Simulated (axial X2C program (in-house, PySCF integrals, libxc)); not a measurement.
## Which molecule has these constants?

All values come from calculations with an in-house relativistic program for diatomic molecules, spin-free (one-electron X2C) or two-component (2c: spin–orbit coupling with atomic mean-field Coulomb and Gaunt terms, which also bring small scalar terms), in Dyall basis sets with cores contracted in-house; open shells are unrestricted.

A two-component PBE0 calculation in a Dyall 3-zeta basis gave Re = 2.735 Å, ωe = 199.3 cm⁻¹, dipole magnitude 4.56 D, Ω = 3.

Problem. Which molecule is it?
A. NaIr
B. NaRh
C. NaCo

Solution. B. The others have NaCo 2.640 Å and 202.6 cm⁻¹ (Ω = 3); NaIr 2.664 Å and 227.8 cm⁻¹ (Ω = 3).

Each entry is the lowest single determinant of a limited PBE0 search at one distance. De goes to single-determinant-based atoms at the same level (for ions the charge split of lowest energy) and is withheld (n/a) where an atom does not fit its ground term or J level. Main or longest-lived isotopes. One determinant is a doubtful description, or other states lie close, for NaRh, NaCo, NaIr; these need not be ground states, and all values refer to the states named. With several unpaired electrons the Ω given is that of one determinant, not necessarily of the lowest component. The functionals have no current term, which raises determinants with orbital currents.
